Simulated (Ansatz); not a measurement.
Ansatz (a program for electronic structure) input for W(O)(NH)(Cl)2 (Cl2HNOW), SMILES [NH]=[W](=[O])([Cl])[Cl], multiplicity 1, PBE0-D3(BJ)/def2-SVP. 

Ansatz 0.2 input:
```yaml
crystal:
  periodic: [false, false, false]
  atoms:
    - {symbol: W, position_ang: [0.02429563, -0.19048586, -0.00000000]}
    - {symbol: O, position_ang: [1.45720022, -1.13289611, 0.00000000]}
    - {symbol: N, position_ang: [-1.34373240, -1.29809563, 0.00000000]}
    - {symbol: H, position_ang: [-1.65599329, -2.27620052, 0.00000001]}
    - {symbol: Cl, position_ang: [-0.07039290, 1.01535272, -1.94841277]}
    - {symbol: Cl, position_ang: [-0.07039290, 1.01535272, 1.94841277]}
basis:
  gaussian:
    orbitals: def2-SVP
hamiltonian:
  xc: pbe0
  dispersion: d3bj
relax: {f_tol: 0.002, max_steps: 200}
```

Log of the run:

```
WARN ansatz: RAYON_NUM_THREADS=1 ignored (pool sized by the plan → 1); use --threads N
Functional definition: PBE0
integrals: 0.05 GiB planned
1041 factors; integrals over basis functions are off by at most 3.9e-4 eV
mean field: 0.46 GiB planned
mean field evaluation 1: about -30390.6589 eV, gradient 8.8e1 eV
mean field evaluation 2: about -30182.3857 eV, gradient 2.9e2 eV
mean field evaluation 4: about -30401.6437 eV, gradient 4.7e1 eV
mean field evaluation 8: about -30406.1532 eV, gradient 4.5e-1 eV
mean field evaluation 16: about -30406.2241 eV, gradient 3.0e-4 eV
mean field -30406.22407085 eV, -1117.4081245247 hartree, gradient 2.3e-5 eV, S^2 0.000000; 0 other end points of the search recorded, 0 dependent functions left out
the calculation of the forces begins
reference -30406.22411790 eV, -1117.4081262539 hartree; 32, 32 occupied and 69, 69 virtual orbitals, 1041 factors
relax step   1: F+E_penalty+E_count = -30406.40588171 eV  Δ(F+E_penalty+E_count) = +0.000e0 eV  max|allowed force component| = 1.236e0 eV/Å  Δτ_max = 0.0000 Å  (34 SCF iters, accepted)
these checks for a lower state are left out or cut short: starts, cluster_reference, orbital_swaps, neighbouring_geometries, increment
integrals: 0.05 GiB planned
1041 factors; integrals over basis functions are off by at most 3.7e-4 eV
mean field: 0.46 GiB planned
mean field -30406.25381669 eV, -1117.4092176643 hartree, gradient 1.3e-5 eV, S^2 0.000000; 0 other end points of the search recorded, 0 dependent functions left out
the calculation of the forces begins
reference -30406.25386369 eV, -1117.4092193915 hartree; 32, 32 occupied and 69, 69 virtual orbitals, 1041 factors
relax step   2: F+E_penalty+E_count = -30406.43723804 eV  Δ(F+E_penalty+E_count) = -3.136e-2 eV  max|allowed force component| = 2.446e-1 eV/Å  Δτ_max = 0.0252 Å  (35 SCF iters, accepted)
these checks for a lower state are left out or cut short: starts, cluster_reference, orbital_swaps, neighbouring_geometries, increment
integrals: 0.05 GiB planned
1041 factors; integrals over basis functions are off by at most 3.7e-4 eV
mean field: 0.46 GiB planned
mean field evaluation 32: about -30406.2559 eV, gradient 2.9e-1 eV
mean field -30406.25610865 eV, -1117.4093018923 hartree, gradient 1.3e-5 eV, S^2 0.000000; 0 other end points of the search recorded, 0 dependent functions left out
the calculation of the forces begins
reference -30406.25615562 eV, -1117.4093036183 hartree; 32, 32 occupied and 69, 69 virtual orbitals, 1041 factors
relax step   3: F+E_penalty+E_count = -30406.43914304 eV  Δ(F+E_penalty+E_count) = -1.905e-3 eV  max|allowed force component| = 4.908e-2 eV/Å  Δτ_max = 0.0082 Å  (37 SCF iters, accepted)
these checks for a lower state are left out or cut short: starts, cluster_reference, orbital_swaps, neighbouring_geometries, increment
integrals: 0.05 GiB planned
1041 factors; integrals over basis functions are off by at most 3.7e-4 eV
mean field: 0.46 GiB planned
mean field -30406.25640145 eV, -1117.4093126524 hartree, gradient 1.4e-5 eV, S^2 0.000000; 0 other end points of the search recorded, 0 dependent functions left out
the calculation of the forces begins
reference -30406.25644840 eV, -1117.4093143777 hartree; 32, 32 occupied and 69, 69 virtual orbitals, 1041 factors
relax step   4: F+E_penalty+E_count = -30406.43934751 eV  Δ(F+E_penalty+E_count) = -2.045e-4 eV  max|allowed force component| = 4.645e-2 eV/Å  Δτ_max = 0.0035 Å  (39 SCF iters, accepted)
these checks for a lower state are left out or cut short: starts, cluster_reference, orbital_swaps, neighbouring_geometries, increment
integrals: 0.05 GiB planned
1041 factors; integrals over basis functions are off by at most 3.6e-4 eV
mean field: 0.46 GiB planned
mean field -30406.25677304 eV, -1117.4093263081 hartree, gradient 1.3e-5 eV, S^2 0.000000; 0 other end points of the search recorded, 0 dependent functions left out
the calculation of the forces begins
reference -30406.25681996 eV, -1117.4093280322 hartree; 32, 32 occupied and 69, 69 virtual orbitals, 1041 factors
relax step   5: F+E_penalty+E_count = -30406.43969575 eV  Δ(F+E_penalty+E_count) = -3.482e-4 eV  max|allowed force component| = 4.471e-2 eV/Å  Δτ_max = 0.0205 Å  (36 SCF iters, accepted)
these checks for a lower state are left out or cut short: starts, cluster_reference, orbital_swaps, neighbouring_geometries, increment
integrals: 0.05 GiB planned
1041 factors; integrals over basis functions are off by at most 3.6e-4 eV
mean field: 0.46 GiB planned
mean field -30406.25682836 eV, -1117.4093283410 hartree, gradient 1.4e-5 eV, S^2 0.000000; 0 other end points of the search recorded, 0 dependent functions left out
the calculation of the forces begins
reference -30406.25687528 eV, -1117.4093300654 hartree; 32, 32 occupied and 69, 69 virtual orbitals, 1041 factors
relax step   6: F+E_penalty+E_count = -30406.43974598 eV  Δ(F+E_penalty+E_count) = -5.023e-5 eV  max|allowed force component| = 5.135e-3 eV/Å  Δτ_max = 0.0038 Å  (39 SCF iters, accepted)
these checks for a lower state are left out or cut short: starts, cluster_reference, orbital_swaps, neighbouring_geometries, increment
integrals: 0.05 GiB planned
1041 factors; integrals over basis functions are off by at most 3.6e-4 eV
mean field: 0.46 GiB planned
mean field evaluation 64: about -30406.2568 eV, gradient 5.8e-5 eV
mean field -30406.25682776 eV, -1117.4093283191 hartree, gradient 8.5e-5 eV, S^2 0.000000; 0 other end points of the search recorded, 0 dependent functions left out
the calculation of the forces begins
reference -30406.25687468 eV, -1117.4093300435 hartree; 32, 32 occupied and 69, 69 virtual orbitals, 1041 factors
relax step   7: F+E_penalty+E_count = -30406.43974730 eV  Δ(F+E_penalty+E_count) = -1.322e-6 eV  max|allowed force component| = 2.182e-3 eV/Å  Δτ_max = 0.0007 Å  (25 SCF iters, accepted)
these checks for a lower state are left out or cut short: starts, cluster_reference, orbital_swaps, neighbouring_geometries, increment
integrals: 0.05 GiB planned
1041 factors; integrals over basis functions are off by at most 3.6e-4 eV
mean field: 0.46 GiB planned
mean field -30406.25682880 eV, -1117.4093283574 hartree, gradient 1.2e-5 eV, S^2 0.000000; 0 other end points of the search recorded, 0 dependent functions left out
the calculation of the forces begins
reference -30406.25687572 eV, -1117.4093300817 hartree; 32, 32 occupied and 69, 69 virtual orbitals, 1041 factors
relax step   8: F+E_penalty+E_count = -30406.43974740 eV  Δ(F+E_penalty+E_count) = -1.007e-7 eV  max|allowed force component| = 1.403e-4 eV/Å  Δτ_max = 0.0001 Å  (25 SCF iters, accepted)
integrals: 0.05 GiB planned
1041 factors; integrals over basis functions are off by at most 3.6e-4 eV
mean field: 0.46 GiB planned
mean field -30406.25682880 eV, -1117.4093283574 hartree, gradient 1.2e-5 eV, S^2 0.000000; 1 other end points of the search recorded, 0 dependent functions left out
the calculation of the forces begins
reference -30406.25687572 eV, -1117.4093300817 hartree; 32, 32 occupied and 69, 69 virtual orbitals, 1041 factors
Total energy: -30406.43979433 eV, -1117.4160522164 hartree
Atom 0 at     0.025842    -0.197735     0.000000 Å, force    -0.000140     0.000106    -0.000000 eV/Å
Atom 1 at     1.443544    -1.122760    -0.000000 Å, force    -0.000002    -0.000050    -0.000000 eV/Å
Atom 2 at    -1.318051    -1.299521     0.000000 Å, force     0.000091    -0.000071     0.000000 eV/Å
Atom 3 at    -1.661650    -2.257352     0.000000 Å, force     0.000025     0.000091     0.000000 eV/Å
Atom 4 at    -0.074350     1.005197    -1.936116 Å, force     0.000013    -0.000038     0.000048 eV/Å
Atom 5 at    -0.074350     1.005197     1.936116 Å, force     0.000013    -0.000038    -0.000048 eV/Å
Dipole moment:    -0.299852    -0.172095    -0.000000 e Å
```

Self-consistency was reached.

Cost: very roughly 70 core-seconds.
